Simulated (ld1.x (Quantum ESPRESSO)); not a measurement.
## Transferability test, RRKJ potential for Os

osmium, norm-conserving RRKJ (Kleinman–Bylander form), made with ld1.x (Quantum ESPRESSO) 7.5 (PBEsol, fully relativistic). Core [Xe], reference 4f14 5d6 6s2 6p0. Waves: 6s (bound): rc 2.50 bohr; 6p (bound, empty): rc 2.65 bohr; 5d (bound): rc 2.20 bohr; 4f (bound): rc 0.80 bohr. Local part: all-electron potential smoothed inside 2.05 bohr (lloc = -2). Core correction: Bessel-smoothed model core, default radius (core density twice the valence density). rho0 = 0.02.

Open shells are filled in proportion to 2j + 1 (rel_dist='average').

Energies are relative to the spin-unpolarised reference configuration 4f14 5d6 6s2 6p0; without spin polarisation the order of configurations can differ from experiment.

```json
{"valence configuration": "4f14 5d6 6s1 6p0", "charge": "+1", "ΔE all-electron (eV)": "9.631", "error AE − PS (meV)": "-3.3"}
{"valence configuration": "4f14 5d6 6s0 6p0", "charge": "+2", "ΔE all-electron (eV)": "26.575", "error AE − PS (meV)": "-30"}
{"valence configuration": "4f14 5d5 6s0 6p0", "charge": "+3", "ΔE all-electron (eV)": "55.447", "error AE − PS (meV)": "-88"}
{"valence configuration": "4f14 5d4 6s0 6p0", "charge": "+4", "ΔE all-electron (eV)": "96.934", "error AE − PS (meV)": "-364"}
{"valence configuration": "4f13 5d7 6s1 6p0", "charge": "+1", "ΔE all-electron (eV)": "59.760", "error AE − PS (meV)": "-1449"}
{"valence configuration": "4f14 5d7 6s0 6p0", "charge": "+1", "ΔE all-electron (eV)": "9.082", "error AE − PS (meV)": "-77"}
```

(1) What are ΔE and the potential's error for 4f14 5d5 6s2 6p0?

Results:

(1) ΔE = 11.126 eV all-electron; the error (AE − PS) is +19 meV.
